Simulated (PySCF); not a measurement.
Computed structure and properties of [Hg(H2O)3]2+

System: [Hg(H2O)3]2+ (singlet); start: displaced along the imaginary mode (D3). Method: PySCF 2.14.0, RKS PBE0, Hg def2-SVP with ECP60, O def2-SVP, H def2-SVP; non-relativistic Hamiltonian with scalar-relativistic core potentials where named; density fitting; no spin-orbit coupling.

Input of the relaxation:

```python
mol = gto.M(atom='''
Hg    -0.00000    -0.00000     0.00000
O      2.19242     0.00001    -0.00000
H      2.76158    -0.24999     0.79050
H      2.76158     0.25001    -0.79050
O     -1.09622     1.89869    -0.00000
H     -1.16429     2.51659     0.79050
H     -1.59730     2.26659    -0.79050
O     -1.09621    -1.89870     0.00000
H     -1.59729    -2.26660     0.79050
H     -1.16427    -2.51660    -0.79050''',
    basis={'Hg': 'def2-SVP', 'O': 'def2-SVP', 'H': 'def2-SVP'},
    ecp={'Hg': 'def2-SVP'},
    charge=2, spin=0)
mf = dft.RKS(mol, xc='PBE0')
mf.grids.atom_grid = (50, 194)
mf = mf.density_fit()  # fitting sets: Hg def2-universal-JKFIT, O def2-universal-JKFIT, H def2-universal-JKFIT
mf.conv_tol = 1e-08; mf.max_cycle = 55
mf.kernel(dm0)  # dm0: converged density of the start geometry
# quasi-Newton relaxation in Cartesian coordinates to a largest gradient under 0.00045 Eh/bohr, steps kept in the point group
```

Run from Python with OMP_NUM_THREADS=2; the lines above give its settings. Where DIIS fails, smearing, a level shift and second-order steps follow.
It took 120 s on 2 threads of AMD EPYC 7R43 64-Core Processor (Zen 3), with other jobs on the host, from the converged density of the start.

Course of the relaxation:

| step | energy above end (eV) | largest force component within the symmetry (eV/Å) |
| --- | --- | --- |
| 0 | 0.1976 | 1.269 |
| 1 | 0.0421 | 0.254 |
| 2 | 0.0347 | 0.066 |
| 3 | 0.0323 | 0.198 |
| 4 | 0.0285 | 0.167 |
| 5 | 0.0200 | 0.030 |
| 6 | 0.0169 | 0.165 |
| 7 | 0.0127 | 0.164 |
| 11 | 0.0028 | 0.092 |
| 12 | 0.0012 | 0.045 |
| 13 | 0.0005 | 0.048 |
| 14 | 0.0001 | 0.013 |
| 15 | 0.0002 | 0.050 |
| 16 | 0.0000 | 0.002 |
(The steps between are left out.)

Relaxed geometry (D3):

```xyz
10

Hg    0.0000    0.0000    0.0000
O     2.1838    0.0000    0.0000
H     2.7530   -0.6181    0.4928
H     2.7530    0.6181   -0.4928
O    -1.0919    1.8913    0.0000
H    -0.8412    2.6932    0.4928
H    -1.9118    2.0751   -0.4928
O    -1.0919   -1.8913    0.0000
H    -1.9118   -2.0751    0.4928
H    -0.8412   -2.6932   -0.4928
```

```csv
contact,Å
Hg1–O2 (H2O),2.184
Hg1–O5 (H2O),2.184
Hg1–O8 (H2O),2.184
```

On the finer grid (75, 302):

- HOMO: -19.89 eV
- LUMO: -13.37 eV
- Dipole about the centre of mass: 0.00 D
- Set of Mulliken populations of Hg1 outside the core potential: s 2.52, p 6.30, d 10.00, f 0.01
- D3(BJ) dispersion energy (not in the energies): -0.130 eV

```
atom  Mulliken (e)  Löwdin (e)  spin (e)
 Hg1          1.17        0.86      0.00
  O2         -0.30        0.04      0.00
  H3          0.29        0.17      0.00
  H4          0.29        0.17      0.00
  O5         -0.30        0.04      0.00
  H6          0.29        0.17      0.00
  H7          0.29        0.17      0.00
  O8         -0.30        0.04      0.00
  H9          0.29        0.17      0.00
 H10          0.29        0.17      0.00
```

On the grid (50, 194), as all that follows. Harmonic modes: 2 unstable but soft, so probably a saddle point, though modes this soft are near the noise (counted below −25 cm⁻¹); lowest -49 cm⁻¹ (negative: unstable), highest 3820 cm⁻¹, zero-point energy 1.958 eV.

Taking off one H2O (charge 0, singlet; the rest: singlet) in vacuum, both parts rigid, costs 2.68 eV; the small basis without counterpoise inflates it. Parting with an electron moved from the ligand to the metal can be far cheaper, even downhill.

Rigid scan of H2O along the line from its metal:

```tsv
distance to O2 (Å)	energy (eV)
1.88	0.699
1.98	0.259
2.08	0.054
2.18	0.000
2.28	0.039
2.38	0.135
2.58	0.405
```

One start shape was tried, so this needn't be the lowest isomer.
